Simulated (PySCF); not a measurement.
An unknown shows these calculated signals:

¹H NMR (300 MHz, computed): δ 7.34 (m, 1H), 6.84 (m, 1H), 6.47 (m, 1H), 4.91 (m, 1H), 0.41 (d, 3H).

¹³C{¹H} NMR (computed): δ 155.4 (C), 151.7 (CH), 141.3 (CH), 141.0 (CH), 131.9 (C), -7.0 (CH3).

[PySCF 2.14: shielding tensors at PBE0/pcSseg-1 (GIAO); coordinates at the GFN2-xTB level; in vacuum; single conformer; averaged over atoms made equivalent by symmetry, fast rotation or ring inversion; relativity neglected]

Chemical shifts δ = σref − σ; TMS for ¹H (31.72 ppm) and ¹³C (186.93 ppm), all at this level.

Question: Which of these does the molecule contain: a non-aromatic C=C double bond, an aldehyde, a Si–CH3 group, a benzene ring, a tert-butyl group, a CF3 group?

Answer: 
- A non-aromatic C=C double bond: yes.
- An aldehyde: no.
- A Si–CH3 group: yes (δC -7.0; δH 0.41 (d)).
- A benzene ring: no.
- A tert-butyl group: no.
- A CF3 group: yes (δC 131.9).

The data belong to SMILES C[Si@H]1C=CC(C(F)(F)F)=C1, C6H7F3Si; they needn't prove each group on their own.

Carbon signals by region: 5 in the sp2 and nitrile region (100–160 ppm), 1 below 50 ppm.

Splittings by ¹⁹F in the carbon and heteronuclear signals aren't shown, as no couplings were computed. Shifts are as computed. Against solution values, carbons near 30 ppm lie about +3 ppm off and those near 130 ppm about +5 ppm. Of 1211 compounds with measured shifts, 218 miss one by over three times the rms of a fit or turn the order of signals round; such compounds aren't used in these exercises. No couplings were computed; multiplicities are counted from neighbouring protons, with m where these are inequivalent, close in shift, in a saturated or five-membered ring or joined by F or P, and br s for small geminal =CH2 splittings.
